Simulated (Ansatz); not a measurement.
Reaction (ligand exchange at a B–Te bond): `ClB[TeH]` + NH₃ → `NBCl` + H₂Te

Calculated with Ansatz (gas phase, PBE0-D4/def2-TZVP geometries, no zero-point term in ΔE). CCSD(T)/CBS adds triple-zeta CCSD(T) − MP2 to the extrapolated MP2 energy (def2 sets, frozen cores). This one scheme is used for every species. Functionals use def2-TZVPP. def2 core potentials past Kr. For Te outer-core shells are correlated without core-valence functions, which leaves a few kJ/mol of doubt a bond. Each species was taken in one conformer, which may not be the lowest.

`ClB[TeH]`:

Cartesian coordinates in Å:
```
Cl -1.210 -1.401 0.195
B 0.071 -0.470 -0.521
Te 0.794 1.358 0.276
H 0.587 -0.864 -1.518
H -0.243 1.377 1.568
```

NH₃:

```xyz
4

N     0.184    0.044    0.209
H     0.596   -0.487   -0.548
H    -0.630   -0.471    0.524
H    -0.150    0.914   -0.185
```

`NBCl`:

```xyz
6

N     0.298   -0.649   -0.275
B    -0.193    0.477    0.361
Cl   -1.007    1.731   -0.582
H     0.766   -1.384    0.225
H     0.217   -0.800   -1.266
H    -0.081    0.626    1.537
```

H₂Te:

Cartesian coordinates in Å:
```
Te -0.472 0.502 -0.361
H -0.220 -1.132 -0.450
H 0.691 0.630 0.811
```

| level | ΔE (kcal/mol) |
| --- | --- |
| r2SCANh-D4 | -18.4 |
| ωB97M-V | -20.2 |

Q: What does CCSD(T)/CBS give? (Best estimate.)

A: The calculation gave: -16.8 kcal/mol. The listed levels differ from it by -1.6, -3.4 kcal/mol.

Largest T1 diagnostic among the species: 0.014.

From r2SCAN to r2SCAN0 (25 % exact exchange), in def2-TZVPP and without D4, ΔE moves by −0.8 kcal/mol. The D4 term adds +1.0 kcal/mol with B3LYP and +0.5 kcal/mol with PBE0; it sums over pairs of atoms, weighted by their polarisabilities, and B3LYP, whose exchange is more repulsive, gets the larger term. Leaving LDA and LC-ωPBE aside and taking each functional with its dispersion term where it has one, the values, not all of them listed here, spread over 5.4 kcal/mol, from CAM-B3LYP-D4 to revPBE-D4. LDA lies −2.5 kcal/mol from PBE without D4.

B3LYP here is the variant with VWN-RPA as its local correlation; programs differ in this.
